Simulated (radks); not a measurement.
Species: Ho35+. Configuration: [Ar] 3d10 4s2 4p2.

Calculated with a radial shooting solver on a logarithmic mesh with Libxc functionals: scalar-relativistic Kohn-Sham, r2SCAN, spin-polarised, spherical densities, finite nucleus; open shells are filled with parallel spins first (spin-orbit coupling, left out, can overturn this in heavy ions); meta-GGA in the generalised Kohn-Sham scheme; Fermi nuclear charge, rms radius 5.2022 fm.

Energy parts (eV):
part                      energy
total                 -324080.10
kinetic                351940.48
electron-nucleus      -743478.99
Hartree                 73356.90
exchange-correlation    -5898.48

Orbitals (lengths in bohr, moments of r in powers of bohr; r(90%) holds 90 % of the orbital's charge):
| orbital | occ. | eigenvalue (eV) | r(90%) | <1/r> |
|---|---|---|---|---|
| 1s up | 1 | -57030.54 | 0.0376 | 76.04 |
| 1s down | 1 | -57027.94 | 0.0376 | 76.04 |
| 2s up | 1 | -10759.10 | 0.136 | 17.73 |
| 2s down | 1 | -10758.52 | 0.136 | 17.73 |
| 2p up | 3 | -9697.214 | 0.127 | 16.41 |
| 2p down | 3 | -9695.485 | 0.127 | 16.40 |
| 3s up | 1 | -3466.401 | 0.331 | 6.636 |
| 3s down | 1 | -3464.964 | 0.331 | 6.633 |
| 3p up | 3 | -3139.047 | 0.335 | 6.216 |
| 3p down | 3 | -3137.076 | 0.335 | 6.215 |
| 3d up | 5 | -2733.546 | 0.314 | 5.892 |
| 3d down | 5 | -2731.436 | 0.314 | 5.893 |
| 4s up | 1 | -1616.408 | 0.649 | 3.174 |
| 4s down | 1 | -1602.678 | 0.649 | 3.176 |
| 4p up | 2 | -1492.739 | 0.669 | 3.003 |
| 4p down | 0 | -1479.304 | 0.669 | 3.006 |

The highest occupied level is 4p up at -1492.7 eV. Spin moment in Bohr magnetons: 2. The electron density at the nucleus is 8.488e+05 e/bohr^3 (large components only).
